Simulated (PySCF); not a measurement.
Ge(GeH3)H3.
SMILES: `[GeH3][GeH3]`

Computed, not measured: TDDFT CAM-B3LYP/def2-SVPD, vertical, gas phase, core orbitals frozen in the response (PySCF 2.14.0, density-fitted response routines). Isolated species at its PBE0-D3(BJ)/def2-SVP geometry, gas phase. The CAM-B3LYP/def2-SVPD calculation is non-relativistic and has no spin–orbit coupling, an omission that weighs most on germanium.

Broadening: Gaussians 0.25 eV wide at half height, area fixed by f = 4.319×10⁻⁹ ∫ε dν̃. The width is an assumption, not a result. The curve ends short of the highest state used, and states not computed would add to its high-energy end.

| λ (nm) | ε (L mol⁻¹ cm⁻¹) |
| --- | --- |
| 146.1 | 16845 |
| 146.7 | 19846 |
| 147.3 | 21023 |
| 147.9 | 20084 |
| 148.6 | 16781 |
| 149.2 | 12963 |
| 149.8 | 9138 |
| 150.4 | 5910 |
| 151.0 | 3533 |
| 151.6 | 1970 |
| 152.2 | 1038 |
| 152.8 | 524 |
| 153.4 | 260 |
| 154.0 | 136 |
| 154.6 | 95 |
| 155.2 | 119 |
| 155.8 | 222 |
| 156.4 | 451 |
| 157.1 | 989 |
| 157.7 | 1833 |
| 158.3 | 3238 |
| 158.9 | 5483 |
| 159.5 | 8926 |
| 160.1 | 13963 |
| 160.7 | 20932 |
| 161.3 | 29933 |
| 161.9 | 40636 |
| 162.5 | 52147 |
| 163.1 | 63054 |
| 163.7 | 71683 |
| 164.3 | 76528 |
| 164.9 | 76687 |
| 165.6 | 70970 |
| 166.2 | 62051 |
| 166.8 | 50998 |
| 167.4 | 39437 |
| 168.0 | 28725 |
| 168.6 | 19729 |
| 169.2 | 12792 |
| 169.8 | 7839 |
| 170.4 | 4545 |
| 171.0 | 2497 |
| 171.6 | 1301 |
| 172.2 | 643 |
| 172.8 | 303 |
| 173.5 | 118 |
| 174.1 | 50 |
| 174.7 | 20 |
| 175.3 | 8 |
| 175.9 | 3 |
| 176.5 | 1 |
| 177.1 | 0 |
| 177.7 | 0 |
| 178.3 | 0 |
| 178.9 | 0 |
| 179.5 | 0 |

Question: Where are the band maxima, and which computed states make them?

Answer: 165 nm (7.53 eV), ε about 77000, made up of S2 (98%); 147 nm (8.42 eV), ε about 21000, made up of S7 (50%) and S8 (50%) (ε in L mol⁻¹ cm⁻¹; maxima over ε = 5, shares over 10%). The states used: S1 7.28 eV (f 0.0000); S2 7.53 eV (f 0.699); S3 7.68 eV (f 0.025); S4 7.68 eV (f 0.025); S5 8.23 eV (f 0.0014); S6 8.24 eV (f 0.0014); S7 8.42 eV (f 0.097); S8 8.42 eV (f 0.097); S9 8.53 eV (f 0.0000); S10 8.53 eV (f 0.0000); S11 8.82 eV (f 0.0000); S12 9.04 eV (f 0.0037); S13 9.04 eV (f 0.0036); S14 9.08 eV (f 0.0004); S15 9.09 eV (f 0.0004).

Question: Coming from long wavelengths, where does ε first pass 100 L mol⁻¹ cm⁻¹?

Answer: At about 174 nm (7.14 eV), 0.14 eV below S1.

Question: What would ε be at 7.53 eV, the highest of these maxima, with half the width (0.125 eV)?

Answer: About 151000 L mol⁻¹ cm⁻¹ against 77200, a factor of about 1.95; a lone state at its own centre would give exactly 2.
